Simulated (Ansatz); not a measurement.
Isolated molecules relaxed with PBE0-D4/def2-TZVP in Ansatz; ΔE leaves out vibrations. CCSD(T)/CBS is the MP2 limit (def2-TZVPP, def2-QZVPP) plus CCSD(T) − MP2 in def2-TZVPP, frozen cores. Functionals use def2-TZVPP. B3LYP here is the variant with VWN-RPA as its local correlation; programs differ in this. Elements past krypton have def2 core potentials. For Se, Sn outer-core shells are correlated without core-valence functions, which leaves a few kJ/mol of doubt a bond. Scalar relativity is left out up to krypton. Each species was taken in one conformer, which may not be the lowest.

`COB(C)[SeH]` + `C[O][SnH3]` → `CBOC` + `C[O][SnH2][SeH]`  (redistribution)

`COB(C)[SeH]`:

```xyz
12

C     0.406   -1.504   -1.389
O     0.803   -0.571   -0.407
B    -0.063    0.246    0.228
C     0.473    1.249    1.304
Se   -1.981    0.138   -0.233
H    -0.061   -0.999   -2.240
H    -0.298   -2.231   -0.974
H     1.298   -2.027   -1.731
H     1.555    1.162    1.421
H     0.004    1.070    2.276
H     0.237    2.281    1.030
H    -2.373    1.185    0.715
```

`C[O][SnH3]`:

Z-matrix (Å, degrees):
```
C
O 1 1.402
H 1 1.100 2 112.6
H 1 1.094 2 108.4 3 118.9
H 1 1.100 2 112.6 3 -122.2
Sn 2 1.967 1 119.0 3 61.1
H 6 1.709 2 107.4 1 -59.6
H 6 1.698 2 103.8 1 -180.0
H 6 1.709 2 107.4 1 59.7
```

`CBOC`:

Z-matrix (Å, degrees):
```
C
B 1 1.560
H 1 1.091 2 113.4
H 1 1.096 2 110.3 3 122.2
H 1 1.096 2 110.1 3 -121.9
O 2 1.348 1 119.6 3 0.7
H 2 1.208 1 122.0 3 -179.3
C 6 1.411 2 122.3 1 179.9
H 8 1.094 6 111.4 2 0.3
H 8 1.092 6 109.0 2 121.1
H 8 1.092 6 109.1 2 -120.5
```

`C[O][SnH2][SeH]`:

Z-matrix (Å, degrees):
```
C
O 1 1.405
H 1 1.100 2 112.4
H 1 1.098 2 112.3 3 122.2
H 1 1.094 2 108.2 3 -118.8
Sn 2 1.963 1 119.7 3 -63.2
Se 6 2.527 2 108.8 1 -55.2
H 6 1.696 2 103.6 1 -172.6
H 6 1.707 2 108.1 1 63.0
H 7 1.469 6 91.5 2 95.7
```

Is it downhill or uphill in electronic energy at CCSD(T)/CBS, and by how much? (Estimate.)

The calculation gave: Downhill: ΔE = -0.24 eV.

What do these levels give: PBE0, B3LYP, CCSD(T)/def2-TZVPP, HF/def2-QZVPP, MP2/def2-QZVPP, SCS-MP2/def2-QZVPP? (An estimate is asked.)

Ansatz gave: PBE0 -0.22, B3LYP -0.30, CCSD(T)/def2-TZVPP -0.14, HF/def2-QZVPP -0.34, MP2/def2-QZVPP -0.21, SCS-MP2/def2-QZVPP -0.24 eV.

Largest T1 diagnostic among the species: 0.013.

The D4 term adds +0.05 eV with B3LYP and +0.02 eV with PBE0; it sums over pairs of atoms, weighted by their polarisabilities, and B3LYP, whose exchange is more repulsive, gets the larger term. In def2-TZVPP, CCSD(T) changes the Hartree–Fock value by +0.18 eV (the triples alone add +0.02 eV) and MP2 by +0.17 eV.
